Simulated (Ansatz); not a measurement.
An input meant for the cluster Cu₂I (charge 0, doublet; with a point charge).

```yaml
crystal:
  periodic: [false, false, false]
  atoms:
    - {symbol: Cu, position_ang: [-0.364084, 0.239648, -1.310235]}
    - {symbol: Cu, position_ang: [0.912351, 0.910845, 0.492643]}
    - {symbol: I, position_ang: [-0.548267, -1.150493, 0.817592]}
basis:
  gaussian: {orbitals: def2-SVPD, point_charges: [{charge: -1.00, position_ang: [4.616, -0.367, -0.369]}]}
magnetization: {spin_polarized: true, initial_magnetization: 1}
hamiltonian: {xc: {name: CCSD(T)}}
scf: {omitted_lower_state_checks: [starts]}
```

```sh
$ ansatz run in.yaml --threads 4 --pin off --events-out ev --progress --plain --max-ram 3916MiB
```

Output, abridged:

```
Error: YAML parse error: error: line 10 column 19: hamiltonian.xc: no functional is named "CCSD(T)"; the names, which are not case-sensitive, are SVWN5, SPW92, PBE, PBE0, PBEsol, revPBE, revPBE0, RPBE, rPW86-PBE, HSE06, wPBEh, LC-wPBE, HISS, HF, BLYP, B3LYP, B3LYP5, BHLYP, CAM-B3LYP, r2SCAN, r2SCANh, r2SCAN0, r2SCAN50, m-r2SCAN, B97, wB97, wB97X, wB97X-V, B97M-V, wB97M-V, B2PLYP, B2GP-PLYP, PBE0-DH, PBE-QIDH
 8 |   gaussian: {orbitals: def2-SVPD, point_charges: [{charge: -1.00, position_ang: [4.…
 9 | magnetization: {spin_polarized: true, initial_magnetization: 1}
10 | hamiltonian: {xc: {name: CCSD(T)}}
11 | scf: {omitted_lower_state_checks: [starts]}
```

(1) What is wrong with this run?

Results:

(1) The method's name isn't one that the program takes here. The input was rejected before any iteration.
